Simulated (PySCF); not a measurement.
SMILES C[SiH2]N[Si](C)(C)O, GFN2-xTB optimised geometry.

```
20

Si    -1.79     0.69     0.00
C     -2.35     2.50     0.00
N     -0.06     0.69     0.00
Si     1.04    -0.64    -0.20
C      0.28    -2.16     0.63
C      2.74    -0.15     0.49
O      1.33    -0.93    -1.79
H     -2.27     0.00    -1.21
H     -2.31     0.00     1.18
H     -1.98     3.04    -0.86
H     -2.02     3.03     0.89
H     -3.44     2.56    -0.03
H      0.37     1.59     0.13
H      0.16    -2.01     1.70
H     -0.71    -2.36     0.23
H      0.88    -3.04     0.48
H      2.67     0.12     1.54
H      3.16     0.69    -0.05
H      3.44    -0.98     0.41
H      0.62    -1.13    -2.38
```

Density from PBE0/def2-SVP run with PySCF 2.14.0 at that geometry.

Minimum of the electron density along straight lines between bonded atoms, close to the bond critical point (lines longer than 1.1 times the sum of covalent radii, or with two minima, are not listed):

```tsv
bond	length / Å	ρ at the minimum / e bohr⁻³	∇²ρ there / e bohr⁻⁵	position (fraction from the first atom)
Si1–C2	1.894	0.112	0.32	0.38
Si1–N3	1.725	0.121	0.72	0.40
N3–Si4	1.743	0.118	0.69	0.60
Si4–C5	1.898	0.113	0.32	0.38
Si4–C6	1.894	0.114	0.32	0.38
Si4–O7	1.637	0.127	1.04	0.41
Si1–H8	1.474	0.116	0.32	0.49
Si1–H9	1.471	0.117	0.31	0.49
C2–H11	1.086	0.271	-0.96	0.62
N3–H13	1.007	0.328	?	0.76
C5–H14	1.084	0.272	-0.97	0.62
C5–H15	1.086	0.270	-0.95	0.62
C5–H16	1.086	0.271	-0.97	0.62
C6–H17	1.085	0.272	-0.97	0.62
C6–H18	1.085	0.272	-0.97	0.62
O7–H20	0.953	?	?	0.82
```

### Question
Complete the blanks.

### Answer

- N3–H13, ∇²ρ there / e bohr⁻⁵: -1.49
- O7–H20, ρ at the minimum / e bohr⁻³: 0.357
- O7–H20, ∇²ρ there / e bohr⁻⁵: -2.41
